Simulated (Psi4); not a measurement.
H3BrOSi (SMILES O[SiH2]Br), singlet, at a GFN2-xTB geometry, atoms displaced at random by about 0.03 Å a coordinate; Psi4 with HF/6-31G, gradient.

Here is a job for Psi4.
```
memory 2 GB

molecule {
0 1
Si    0.36445862   -1.11010775   -0.23854870
O     1.92064539   -0.86268278   -0.51818887
Br   -0.61391849    0.81075497    0.21749341
H    -0.15735717   -1.64585100   -1.53508500
H     0.07069563   -1.98421029    0.93005375
H     2.48934166   -0.37435560   -0.00191954
symmetry c1
no_reorient
no_com
}

set {
  basis 6-31g
}

gradient('scf')
print_variables()
```

### Question
Write the output that Psi4 gives for this input, abridged.

### Answer

```
gradient() will perform analytic gradient computation.

   => Loading Basis Set <=

    Name: 6-31G
    Role: ORBITAL
    Keyword: BASIS

         ---------------------------------------------------------
                                   SCF
               by Justin Turney, Rob Parrish, Andy Simmonett
                          and Daniel G. A. Smith
                              RHF Reference
         ---------------------------------------------------------

  ==> Geometry <==

    Molecular point group: c1
    Full point group: C1

    Geometry (in Angstrom), charge = 0, multiplicity = 1:

       Center              X                  Y                   Z               Mass
    ------------   -----------------  -----------------  -----------------  -----------------
         SI           0.364458620000    -1.110107750000    -0.238548700000    27.976926534650
         O            1.920645390000    -0.862682780000    -0.518188870000    15.994914619570
         BR          -0.613918490000     0.810754970000     0.217493410000    78.918337600000
         H           -0.157357170000    -1.645851000000    -1.535085000000     1.007825032230
         H            0.070695630000    -1.984210290000     0.930053750000     1.007825032230
         H            2.489341660000    -0.374355600000    -0.001919540000     1.007825032230

  Running in c1 symmetry.

  Rotational constants: A =      0.61636  B =      0.08745  C =      0.07904 [cm^-1]
  Rotational constants: A =  18478.13913  B =   2621.78313  C =   2369.45401 [MHz]
  Nuclear repulsion =  241.767636290915817

  Charge       = 0
  Multiplicity = 1
  Electrons    = 60
  Nalpha       = 30
  Nbeta        = 30

  ==> Algorithm <==

  SCF Algorithm Type is DF.
  DIIS enabled.
  MOM disabled.
  Fractional occupation disabled.
  Guess Type is SAD.
  Energy threshold   = 1.00e-08
  Density threshold  = 1.00e-08
  Integral threshold = 1.00e-12

  ==> Primary Basis <==

  Basis Set: 6-31G
    Blend: 6-31G
    Number of shells: 29
    Number of basis functions: 57
    Number of Cartesian functions: 57
    Spherical Harmonics?: false
    Max angular momentum: 2

   => Loading Basis Set <=

    Name: (6-31G AUX)
    Role: JKFIT
    Keyword: DF_BASIS_SCF

  ==> Integral Setup <==

  SCF_SUBTYPE=INCORE selected. In-core MEM_DF algorithm will be used.
  Using in-core AOs.

  ==> MemDFJK: Density-Fitted J/K Matrices <==

    J tasked:                   Yes
    K tasked:                   Yes
    wK tasked:                   No
    Algorithm:                 Core
    Schwarz Cutoff:           1E-12
    Mask sparsity (%):       3.6319
    Fitting Condition:        1E-10

   => Auxiliary Basis Set <=

  Basis Set: (6-31G AUX)
    Blend: CC-PVDZ-JKFIT
    Number of shells: 134
    Number of basis functions: 495
    Number of Cartesian functions: 495
    Spherical Harmonics?: false
    Max angular momentum: 3

  Minimum eigenvalue in the overlap matrix is 1.1210573927E-03.
  Reciprocal condition number of the overlap matrix is 2.5226006810E-04.
    Using symmetric orthogonalization.

  ==> Pre-Iterations <==

  SCF Guess: Superposition of Atomic Densities via on-the-fly atomic UHF (no occupation information).

   -------------------------
    Irrep   Nso     Nmo
   -------------------------
     A         57      57
   -------------------------
    Total      57      57
   -------------------------

  ==> Iterations <==

                           Total Energy        Delta E     RMS |[F,P]|

   @DF-RHF iter SAD: -2934.90120772590171   -2.93490e+03   0.00000e+00
   @DF-RHF iter   1: -2936.61785189207239   -1.71664e+00   2.19631e-02 ADIIS/DIIS
   @DF-RHF iter   2: -2936.80465873018284   -1.86807e-01   1.19202e-02 ADIIS/DIIS
   @DF-RHF iter   3: -2936.86781027636880   -6.31515e-02   7.92701e-04 ADIIS/DIIS
   @DF-RHF iter   4: -2936.86845200937478   -6.41733e-04   2.51904e-04 ADIIS/DIIS
   @DF-RHF iter   5: -2936.86853439563674   -8.23863e-05   2.90283e-05 DIIS
   @DF-RHF iter   6: -2936.86853774944393   -3.35381e-06   6.77124e-06 DIIS
   @DF-RHF iter   7: -2936.86853794569743   -1.96253e-07   1.77959e-06 DIIS
   @DF-RHF iter   8: -2936.86853796379819   -1.81008e-08   3.49431e-07 DIIS
   @DF-RHF iter   9: -2936.86853796447940   -6.81212e-10   5.64884e-08 DIIS
   @DF-RHF iter  10: -2936.86853796449577   -1.63709e-11   1.04940e-08 DIIS
   @DF-RHF iter  11: -2936.86853796449395    1.81899e-12   1.65234e-09 DIIS
  Energy and wave function converged.

  ==> Post-Iterations <==

    Orbital Energies [Eh]
    ---------------------

    Doubly Occupied:

       1A   -490.043655     2A    -68.876824     3A    -65.200544
       4A    -58.563110     5A    -58.561730     6A    -58.561636
       7A    -20.580628     8A     -9.842587     9A     -7.456104
      10A     -7.448381    11A     -7.447905    12A     -6.240602
      13A     -4.346718    14A     -4.345464    15A     -4.344031
      16A     -3.035470    17A     -3.032763    18A     -3.032252
      19A     -3.024715    20A     -3.024708    21A     -1.396713
      22A     -1.033777    23A     -0.812785    24A     -0.667409
      25A     -0.587967    26A     -0.584971    27A     -0.500790
      28A     -0.469553    29A     -0.430976    30A     -0.420021

    Virtual:

      31A      0.124096    32A      0.132887    33A      0.212356
      34A      0.233366    35A      0.256385    36A      0.298336
      37A      0.341047    38A      0.379607    39A      0.481063
      40A      0.495773    41A      0.513847    42A      0.539228
      43A      0.623628    44A      1.136765    45A      1.198770
      46A      1.225219    47A      1.255206    48A      1.281101
      49A      1.447159    50A      1.715676    51A      3.857455
      52A      4.473294    53A      4.475923    54A      4.479538
      55A      4.479620    56A      4.494887    57A     69.972392

    Final Occupation by Irrep:
              A
    DOCC [    30 ]
    NA   [    30 ]
    NB   [    30 ]

  @DF-RHF Final Energy: -2936.86853796449395

   => Energetics <=

    Nuclear Repulsion Energy =            241.7676362909158172
    One-Electron Energy =               -4569.4427733256943611
    Two-Electron Energy =                1390.8065990702843919
    Total Energy =                      -2936.8685379644939530

Computation Completed

Properties will be evaluated at   0.000000,   0.000000,   0.000000 [a0]

Properties computed using the SCF density matrix

 Multipole Moments:

 ------------------------------------------------------------------------------------
     Multipole            Electronic (a.u.)      Nuclear  (a.u.)        Total (a.u.)
 ------------------------------------------------------------------------------------

 L = 1.  Multiply by 2.5417464519 to convert [e a0] to [Debye]
 Dipole X            :         -2.2662727            2.6137119            0.3474392
 Dipole Y            :         -4.1888933            3.6453503           -0.5435430
 Dipole Z            :          1.3442631           -0.9068308            0.4374323
 Magnitude           :                                                    0.7794229

 ------------------------------------------------------------------------------------

         ------------------------------------------------------------
                                   SCF GRAD
                          Rob Parrish, Justin Turney,
                       Andy Simmonett, and Alex Sokolov
         ------------------------------------------------------------

  ==> Geometry <==

    Molecular point group: c1
    Full point group: C1

    Geometry (in Angstrom), charge = 0, multiplicity = 1:

       Center              X                  Y                   Z               Mass
    ------------   -----------------  -----------------  -----------------  -----------------
         SI           0.364458620000    -1.110107750000    -0.238548700000    27.976926534650
         O            1.920645390000    -0.862682780000    -0.518188870000    15.994914619570
         BR          -0.613918490000     0.810754970000     0.217493410000    78.918337600000
         H           -0.157357170000    -1.645851000000    -1.535085000000     1.007825032230
         H            0.070695630000    -1.984210290000     0.930053750000     1.007825032230
         H            2.489341660000    -0.374355600000    -0.001919540000     1.007825032230

  Nuclear repulsion =  241.767636290915817

  ==> Basis Set <==

  Basis Set: 6-31G
    Blend: 6-31G
    Number of shells: 29
    Number of basis functions: 57
    Number of Cartesian functions: 57
    Spherical Harmonics?: false
    Max angular momentum: 2

  ==> DFJKGrad: Density-Fitted SCF Gradients <==

    Gradient:                    1
    J tasked:                  Yes
    K tasked:                  Yes
    wK tasked:                  No
    Integrals threads:           1
    Schwarz Cutoff:          1E-12
    Fitting Condition:       1E-10

   => Auxiliary Basis Set <=

  Basis Set: (6-31G AUX)
    Blend: CC-PVDZ-JKFIT
    Number of shells: 134
    Number of basis functions: 495
    Number of Cartesian functions: 495
    Spherical Harmonics?: false
    Max angular momentum: 3

  -Total Gradient:
     Atom            X                  Y                   Z
    ------   -----------------  -----------------  -----------------
       1        0.058255443598     0.051081447746     0.013548439623
       2       -0.035377097316     0.007492633248     0.020811051085
       3        0.018567935138    -0.034075251240    -0.008063797087
       4        0.001479596885    -0.001705543060    -0.009327953826
       5       -0.002518497478    -0.000469956641     0.002129613698
       6       -0.040407380797    -0.022323330288    -0.019097353543

  Variable Map:
  ----------------------------------------------------------------------------
  "CURRENT ENERGY"           =>   -2936.868537964494
  "CURRENT REFERENCE ENERGY" =>   -2936.868537964494
  "DD SOLVATION ENERGY"      =>       0.000000000000
  "HF KINETIC ENERGY"        =>    2934.973340118470
  "HF POTENTIAL ENERGY"      =>   -5871.841878082963
  "HF TOTAL ENERGY"          =>   -2936.868537964494
  "HF VIRIAL RATIO"          =>       2.000645729152
  "NUCLEAR REPULSION ENERGY" =>     241.767636290916
  "ONE-ELECTRON ENERGY"      =>   -4569.442773325694
  "PCM POLARIZATION ENERGY"  =>       0.000000000000
  "PE ENERGY"                =>       0.000000000000
  "SCF ITERATION ENERGY"     =>   -2936.868537964494
  "SCF ITERATIONS"           =>      11.000000000000
  "SCF TOTAL ENERGY"         =>   -2936.868537964494
  "TWO-ELECTRON ENERGY"      =>    1390.806599070284

  Array Variable Map:
  ----------------------------------------------------------------------------
  "CURRENT DIPOLE"           =>       0.347439196777 ... 0.437432312494 1 by 3
  "CURRENT GRADIENT"         =>       0.058255443598 ... -0.019097353543 6 by 3
  "HF TOTAL GRADIENT"        =>       0.058255443598 ... -0.019097353543 6 by 3
  "SCF DIPOLE"               =>       0.347439196777 ... 0.437432312494 1 by 3
  "SCF TOTAL ENERGIES"       =>   -2934.901207725902 ... -2936.868537964494 1 by 12
  "SCF TOTAL GRADIENT"       =>       0.058255443598 ... -0.019097353543 6 by 3
```
